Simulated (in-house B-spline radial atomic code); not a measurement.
Si²⁺. Computed with a B-spline radial atomic code. Model: non-relativistic spherical atom: semilocal Troullier-Martins pseudo-atom, one channel per l, against all electrons, high spin, G0W0 and RPA with empty states to l = 8, local potential for every l without a channel, a model core (radius 0 = none) keeps its share of the functional.

What the tables leave out is listed at the end.

The pseudopotential gives back the lowest level of each angular momentum of its own functional in the configuration it was made in; a second state of the same l is only approximately right. Exact exchange, RPA and GW see the smooth pseudo-orbitals and miss the exchange with the core, for which the functional's share stands in. The column with an uncorrelated core keeps all orbitals and exact exchange, and so separates missing core correlation from pseudisation. Only the three outermost levels and the lowest empty one were computed. RPA here is direct RPA, with no exchange kernel, and its energies carry an (l + 1/2)⁻⁴ tail. A hybrid on a potential with a model core restores only its own semilocal share of the core's exchange.

Command:
```bash
python run_psgw.py task.json out
```
Settings (lengths in bohr, energies in hartree):
```
Z                      14
electrons              12
configuration          [Ne] 3s2
generated_in           [Ne] 3s2 3p2
functional             pbe,pbe
core_shells            3
radius_factor          1.15
core_correction        True
ion_configuration      [Ne] 3s1
```

Run time, properties included: 10 s on 1 thread of Intel(R) Xeon(R) 6975P-C (Granite Rapids) (shared host).

Given: made with PBE; model core radius 1.151 bohr; local radius 2.123 bohr; mean-field start PBE.

Valence shells of the generating configuration: 3s, 3p.

Channel: s 2.062, p 2.468 (radii in bohr).

Computed: largest level miss in the spin-unpolarised generating configuration 0.001 eV; valence RPA correlation energy pseudo -0.094852 hartree; all-electron RPA polarisability, core included 8.9757 bohr³; ionisation by mean-field all-electron 33.383 eV; ionisation by mean-field pseudo minus all -0.019 eV; ionisation by RPA all-electron 33.927 eV; ionisation by RPA pseudo minus all 0.248 eV.

```tsv
level	occupied	mean-field all-electron (eV)	mean-field pseudo minus all (eV)	G0W0 all-electron (eV)	G0W0 uncorrelated core minus all (eV)	G0W0 pseudo minus all (eV)	exchange self-energy all-electron (eV)	exchange self-energy pseudo (eV)
3s	1	-28.478	0.032	-33.755	0.247	0.17	-15.194	-12.498
3p (empty)	0	-20.516	0.026	-16.776	0.141	0.01	-4.4966	-2.6694
```

Question: What is the pseudo-atom RPA polarisability?

Answer: 8.977 bohr³.

Question: What is the valence RPA correlation energy all-electron orbitals?

Answer: -0.091425 hartree.

Given: mean-field start PBE0.

Computed: valence RPA correlation energy pseudo -0.082488 hartree; all-electron RPA polarisability, core included 8.034 bohr³; pseudo-atom RPA polarisability 8.2366 bohr³; ionisation by mean-field all-electron 33.245 eV; ionisation by mean-field pseudo minus all -0.226 eV; ionisation by RPA pseudo minus all -0.12 eV.

```tsv
level	occupied	mean-field all-electron (eV)	mean-field pseudo minus all (eV)	G0W0 all-electron (eV)	G0W0 uncorrelated core minus all (eV)	G0W0 pseudo minus all (eV)	exchange self-energy all-electron (eV)	exchange self-energy pseudo (eV)
3s	1	-29.632	0.209	-33.705	0.245	0.357	-15.055	-12.376
3p (empty)	0	-19.399	0.028	-16.695	0.133	0.023	-4.2854	-2.6143
```

Question: What is the ionisation by RPA all-electron?

Answer: 33.716 eV.

Question: What is the valence RPA correlation energy all-electron orbitals?

Answer: -0.079286 hartree.

Among the listed levels the largest G0W0 shift of the pseudo-atom is +0.36 eV, for 3s on the PBE0 start, while leaving the core uncorrelated moves that level by +0.24 eV. The rest, +0.11 eV, comes from pseudisation and the lost core exchange. Not in the tables (levels of low weight, unsolved or above zero; the highest and the empty levels are kept at any weight): no Hartree-Fock pseudo-atom is run with a model core.
